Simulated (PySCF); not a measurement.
## Relaxation of triplet MoO2

Computed with UPBE0 in PySCF with Mo def2-TZVP with ECP28, O def2-TZVP; scalar-relativistic core potentials, no spin–orbit coupling; density-fitted integrals. A (50,194) grid was used.

A hand-made end-on start, of Cs symmetry, held to at least that symmetry:

```xyz
3
charge 0 multiplicity 3, angstrom
Mo   -0.1543    0.0000   -0.5985
O    -0.1543    0.0000    1.4718
O     1.0985    0.0000    2.1918
```

Task: What forces act on the atoms at the start (eV/Å)?

Result: 
```
atom     Fx    Fy     Fz
 Mo1   0.25  0.00   2.39
  O2   3.68  0.00   0.29
  O3  -3.94  0.00  -2.68
```

Task: What does it relax to?

Result: It ends at Cs with Mo–O 1.811 Å, Mo–O 1.920 Å, O–O 1.401 Å; Mo–O–O 63.9°, Mo–O–O 72.1°, O–Mo–O 44.0°. A frequency run shows a minimum. Other isomers or separated fragments may lie lower.

Task: How much energy is released, and in how many steps?

Result: 136.5 kJ/mol in 16 steps.

Open d and f shells are described by one determinant, and the ground state may have another occupation or spin.
